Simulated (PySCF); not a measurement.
First SCF of a structure search on triplet Te₃, at a hand-made equilateral triangle geometry. PySCF input:

```python
from pyscf import gto, scf, dft
mol = gto.M(atom='''
Te     0.785200    -1.360010     0.000000
Te    -1.570390     0.000000     0.000000
Te     0.785190     1.360000     0.000000''',
    basis={'Te': 'def2-TZVP'},
    ecp={'Te': 'def2-TZVP'},
    charge=0, spin=2)
mf = dft.UKS(mol, xc='PBE')
mf.grids.atom_grid = (50, 194)
aux = {'Te': 'def2-universal-JKFIT'}
mf = mf.density_fit(auxbasis=aux)
mf.conv_tol = 1e-08
mf.diis_space = 10
mf.max_cycle = 60
mf.init_guess = 'huckel'
mf.verbose = 4
mf.kernel()
```

Excerpt of the output (cycles alone); where DIIS stalls, ADIIS, DIIS with a small level shift and a second-order solver take over in turn:

```
init E= -803.656429163717
cycle= 1 E= -803.438737349911  delta_E= 0.218  |g|=  1.3  |ddm|= 3.12
cycle= 2 E= -801.800540685504  delta_E= 1.64  |g|= 2.43  |ddm|= 3.75
cycle= 3 E= -803.876230352254  delta_E= -2.08  |g|= 0.517  |ddm|= 2.57
cycle= 4 E= -803.613693596669  delta_E= 0.263  |g|= 0.742  |ddm|=  2.2
cycle= 5 E= -803.994916962354  delta_E= -0.381  |g|= 0.303  |ddm|= 1.73
cycle= 6 E= -803.999355461956  delta_E= -0.00444  |g|= 0.306  |ddm|= 1.57
cycle= 7 E= -804.065327252902  delta_E= -0.066  |g|= 0.116  |ddm|= 0.556
cycle= 8 E= -804.053328388013  delta_E= 0.012  |g|= 0.163  |ddm|= 1.16
cycle= 9 E= -804.061265039339  delta_E= -0.00794  |g|= 0.136  |ddm|= 0.315
cycle= 10 E= -804.06426687065  delta_E= -0.003  |g|= 0.12  |ddm|= 0.698
cycle= 11 E= -804.067837058855  delta_E= -0.00357  |g|= 0.106  |ddm|= 1.11
cycle= 12 E= -804.066437316279  delta_E= 0.0014  |g|= 0.111  |ddm|= 0.859
cycle= 13 E= -804.067566517253  delta_E= -0.00113  |g|= 0.109  |ddm|= 0.622
... 38 lines left out ...
cycle= 52 E= -804.062499413704  delta_E= 0.00211  |g|= 0.128  |ddm|= 0.212
cycle= 53 E= -804.066419548341  delta_E= -0.00392  |g|= 0.112  |ddm|= 1.09
cycle= 54 E= -804.067354452746  delta_E= -0.000935  |g|= 0.11  |ddm|= 0.259
cycle= 55 E= -804.067606337404  delta_E= -0.000252  |g|= 0.106  |ddm|= 1.13
cycle= 56 E= -804.065666818224  delta_E= 0.00194  |g|= 0.117  |ddm|= 1.13
cycle= 57 E= -804.065609297672  delta_E= 5.75e-05  |g|= 0.118  |ddm|= 0.0444
cycle= 58 E= -804.068181031647  delta_E= -0.00257  |g|= 0.106  |ddm|= 0.0457
cycle= 59 E= -804.067119166357  delta_E= 0.00106  |g|= 0.109  |ddm|= 1.08
cycle= 60 E= -804.062232796867  delta_E= 0.00489  |g|= 0.132  |ddm|= 0.742
SCF not converged.
init E= -803.656429163717
cycle= 1 E= -803.4387373499  delta_E= 0.218  |g|=  1.3  |ddm|= 3.12
cycle= 2 E= -801.800540685503  delta_E= 1.64  |g|= 2.43  |ddm|= 3.75
cycle= 3 E= -803.871874312996  delta_E= -2.07  |g|= 0.694  |ddm|= 2.08
cycle= 4 E= -803.223798582399  delta_E= 0.648  |g|= 1.01  |ddm|= 2.38
cycle= 5 E= -804.025449149636  delta_E= -0.802  |g|= 0.36  |ddm|=  1.7
cycle= 6 E= -803.91383392436  delta_E= 0.112  |g|= 0.447  |ddm|= 1.51
cycle= 7 E= -804.02774483549  delta_E= -0.114  |g|= 0.289  |ddm|= 1.48
cycle= 8 E= -804.037132360943  delta_E= -0.00939  |g|= 0.211  |ddm|= 1.23
cycle= 9 E= -804.010417314858  delta_E= 0.0267  |g|= 0.298  |ddm|= 1.26
cycle= 10 E= -804.055959367641  delta_E= -0.0455  |g|= 0.167  |ddm|= 1.01
cycle= 11 E= -804.053283550997  delta_E= 0.00268  |g|= 0.18  |ddm|= 0.992
cycle= 12 E= -804.068504000437  delta_E= -0.0152  |g|= 0.102  |ddm|= 1.14
cycle= 13 E= -804.062868093422  delta_E= 0.00564  |g|= 0.136  |ddm|= 1.12
cycle= 14 E= -804.065289393113  delta_E= -0.00242  |g|= 0.12  |ddm|= 0.723
cycle= 15 E= -804.065472624429  delta_E= -0.000183  |g|= 0.119  |ddm|= 0.898
cycle= 16 E= -804.067705695823  delta_E= -0.00223  |g|= 0.111  |ddm|= 0.755
cycle= 17 E= -804.067876883613  delta_E= -0.000171  |g|= 0.106  |ddm|= 1.11
cycle= 18 E= -804.067326970619  delta_E= 0.00055  |g|= 0.111  |ddm|= 0.662
cycle= 19 E= -804.069615177819  delta_E= -0.00229  |g|= 0.0985  |ddm|= 0.945
cycle= 20 E= -804.067446991691  delta_E= 0.00217  |g|= 0.11  |ddm|= 0.852
SCF not converged.
init E= -804.067446991691
cycle= 1 E= -804.03990949686  delta_E= 0.0275  |g|= 0.241  |ddm|=  0.5
cycle= 2 E= -803.91167132642  delta_E= 0.128  |g|= 0.514  |ddm|= 1.01
cycle= 3 E= -804.054290668301  delta_E= -0.143  |g|= 0.159  |ddm|= 0.469
cycle= 4 E= -804.076577750032  delta_E= -0.0223  |g|= 0.0343  |ddm|= 0.204
cycle= 5 E= -804.078063037032  delta_E= -0.00149  |g|= 0.00653  |ddm|= 0.0865
cycle= 6 E= -804.078289754961  delta_E= -0.000227  |g|= 0.00754  |ddm|= 0.0587
cycle= 7 E= -804.078420352213  delta_E= -0.000131  |g|= 0.00665  |ddm|= 0.0434
cycle= 8 E= -804.078517595665  delta_E= -9.72e-05  |g|= 0.00401  |ddm|= 0.0331
cycle= 9 E= -804.078576346975  delta_E= -5.88e-05  |g|= 0.00197  |ddm|= 0.0265
cycle= 10 E= -804.078608506474  delta_E= -3.22e-05  |g|= 0.0016  |ddm|= 0.0206
cycle= 11 E= -804.078627893057  delta_E= -1.94e-05  |g|= 0.0022  |ddm|= 0.0171
cycle= 12 E= -804.078641682663  delta_E= -1.38e-05  |g|= 0.00191  |ddm|= 0.0135
cycle= 13 E= -804.078651067023  delta_E= -9.38e-06  |g|= 0.00175  |ddm|= 0.0112
cycle= 14 E= -804.078657179115  delta_E= -6.11e-06  |g|= 0.0015  |ddm|= 0.00899
cycle= 15 E= -804.078660373707  delta_E= -3.19e-06  |g|= 0.00159  |ddm|= 0.00712
cycle= 16 E= -804.078663255434  delta_E= -2.88e-06  |g|= 0.00125  |ddm|= 0.00572
cycle= 17 E= -804.078665178847  delta_E= -1.92e-06  |g|= 0.000949  |ddm|= 0.00456
cycle= 18 E= -804.078666257487  delta_E= -1.08e-06  |g|= 0.000856  |ddm|= 0.00363
cycle= 19 E= -804.07866695834  delta_E= -7.01e-07  |g|= 0.000749  |ddm|= 0.00289
cycle= 20 E= -804.078667451012  delta_E= -4.93e-07  |g|= 0.000641  |ddm|= 0.00233
cycle= 21 E= -804.078667802008  delta_E= -3.51e-07  |g|= 0.000541  |ddm|= 0.00189
cycle= 22 E= -804.078668033012  delta_E= -2.31e-07  |g|= 0.000491  |ddm|= 0.00158
cycle= 23 E= -804.078668260053  delta_E= -2.27e-07  |g|= 0.000354  |ddm|= 0.00134
cycle= 24 E= -804.078668414351  delta_E= -1.54e-07  |g|= 0.000254  |ddm|= 0.00114
cycle= 25 E= -804.078668514323  delta_E= -1e-07  |g|= 0.000221  |ddm|= 0.00101
cycle= 26 E= -804.078668599234  delta_E= -8.49e-08  |g|= 0.000176  |ddm|= 0.000888
cycle= 27 E= -804.07866867363  delta_E= -7.44e-08  |g|= 0.000134  |ddm|= 0.000798
cycle= 28 E= -804.078668737045  delta_E= -6.34e-08  |g|= 0.000118  |ddm|= 0.000746
cycle= 29 E= -804.078668795995  delta_E= -5.9e-08  |g|= 0.000109  |ddm|= 0.000712
cycle= 30 E= -804.078668851376  delta_E= -5.54e-08  |g|= 0.00011  |ddm|= 0.00069
SCF not converged.
macro= 0  E= -804.078669951043  delta_E= -1.09967e-06  |g|= 0.000110182  1 KF 7 JK
macro= 1  E= -804.07854279244  delta_E= 0.000127159  |g|= 0.00148385  2 KF 9 JK
macro= 2  E= -804.078714536588  delta_E= -0.000171744  |g|= 0.000121797  3 KF 13 JK
macro= 3  E= -804.078715126172  delta_E= -5.89584e-07  |g|= 0.000123172  1 KF 5 JK
macro= 4  E= -804.078637565163  delta_E= 7.7561e-05  |g|= 0.000683238  2 KF 8 JK
macro= 5  E= -804.078719916435  delta_E= -8.23513e-05  |g|= 9.37001e-05  3 KF 13 JK
macro= 6  E= -804.078720031888  delta_E= -1.15453e-07  |g|= 6.53818e-05  1 KF 5 JK
macro= 7  E= -804.078720304768  delta_E= -2.7288e-07  |g|= 0.000310148  2 KF 9 JK
macro= 8  E= -804.078721179861  delta_E= -8.75093e-07  |g|= 8.79892e-05  2 KF 10 JK
macro= 9  E= -804.078721189702  delta_E= -9.84096e-09  |g|= 4.16634e-05  1 KF 6 JK
macro X = 10  E=-804.078721189702  |g|= 4.16634e-05  total 19 KF 96 JK
converged SCF energy = -804.078721189702  <S^2> = 2.0058089  2S+1 = 3.0038701
```

No lower solution of this spin was found from smeared starts or by a stability analysis within the unrestricted form.

Spin–orbit coupling, left out here, can matter for elements this heavy.

The search for the lowest solution, 3 starts and the stability check together, took 2.5 min on 4 threads of a shared Arm Neoverse V1 host, with 150 basis functions; the process peaked at 0.49 GiB. Launch command: `OMP_NUM_THREADS=4 python axn.py task.json out`.
